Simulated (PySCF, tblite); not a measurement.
Isomers of C6H12F2OSi, one GFN2-xTB conformer each. Single-point energies are computed at PBE0/pcSseg-1 (PySCF, gas phase, no added dispersion term), electronic only.

Task: Rank them by PBE0/pcSseg-1 energy, lowest first (kJ/mol).
A. `[CH3:1][O:2][SiH2:3][C@@:4]1([F:5])[CH2:6][CH2:7][C@H:8]([F:9])[CH2:10]1` with C1–O2–Si3–C4 176°, O2–Si3–C4–F5 -69°, Si3–C4–C6–C7 155°, C4–C6–C7–C8 -40°, C6–C7–C8–F9 156°, C7–C8–C10–C4 -17°
B. `[CH3:1][O:2][C@:3]([CH3:4])(/[CH:5]=[C:6](\[CH3:7])[F:8])[SiH2:9][F:10]` with C1–O2–C3–C4 59°, O2–C3–C5–C6 -34°, O2–C3–Si9–F10 68°

Result: A (0.0), B (12.0).

As drawn, the lower has an Si–O bond, which the higher lacks; the higher has an Si–F bond and a C=C bond outside aromatic rings, which the lower lacks. GFN2-xTB itself gives, in the same order: 0.0, 58.1. Both levels put the same isomer lowest.

Task: Which frontier levels, dipoles and rotational constants go with these structures?

Result: 
| SMILES | HOMO (eV, PBE0/pcSseg-1) | LUMO (eV) | dipole (D) | A, B, C (MHz) |
| --- | --- | --- | --- | --- |
| CO[SiH2][C@@]1(F)CC[C@H](F)C1 | -7.97 | 0.48 | 3.50 | 2794, 550.1, 533.0 |
| CO[C@](C)(/C=C(\C)F)[SiH2]F | -6.90 | 0.03 | 2.51 | 1231, 926.2, 742.9 |

Task: What happens when harmonic zero-point energies from GFN2-xTB frequencies are added?

Result: 
| SMILES | ZPE (kJ/mol) | electronic (kJ/mol) | with ZPE (kJ/mol) |
| --- | --- | --- | --- |
| CO[SiH2][C@@]1(F)CC[C@H](F)C1 | 446.5 | 0.0 | 0.0 |
| CO[C@](C)(/C=C(\C)F)[SiH2]F | 437.3 | 12.0 | 2.9 |

The zero-point energies span 9.2 kJ/mol. The order is unchanged.
